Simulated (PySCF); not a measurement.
**Electron correlation in Xe³⁺ (xenon, charge +3)**

Starting occupation: [Kr] 4d10 5s1 5p3 6s1, 5s1/2 with m_j = +1/2, 5p3/2 with m_j = -1/2, +1/2, +3/2, 6s1/2 with m_j = +1/2. All numbers are calculated (PySCF 2.14, X2C-1e with screened-nucleus spin-orbit coupling, Gaussian nucleus, in x2c-SVPall-2c with one added diffuse shell each of s, p type (7s9p4d, 54 functions)). Frozen: [Ar] 3d10; 23 electrons correlated; the 6 highest virtual spinors left out.

MP2 pair energies summed by pair of shells (mhartree):

```tsv
pair	energy	share (%)
4d-4p	-15.44	23.6
4d-4d	-9.90	15.1
4p-4p	-9.16	14.0
5p-6s	-8.79	13.4
5p-5p	-7.88	12.0
4d-5p	-5.55	8.5
4p-5p	-2.46	3.8
4d-4s	-2.03	3.1
4p-4s	-1.30	2.0
4d-5s	-0.70	1.1
5p-5s	-0.61	0.9
4d-6s	-0.45	0.7
4s-4s	-0.39	0.6
4s-5p	-0.27	0.4
4p-5s	-0.26	0.4
4p-6s	-0.10	0.1
4s-5s	-0.09	0.1
5s-6s	-0.05	0.1
4s-6s	-0.03	0.0
```

Total MP2 correlation energy: -65.45 mhartree.

The GHF reference relaxed away from the jj start to a determinant that is no pure jj level (⟨S²⟩ = 8.64, ⟨J²⟩ = 8.75); the energies belong to that determinant.

This basis was not built for core-valence correlation, so the inner-shell part is incomplete.
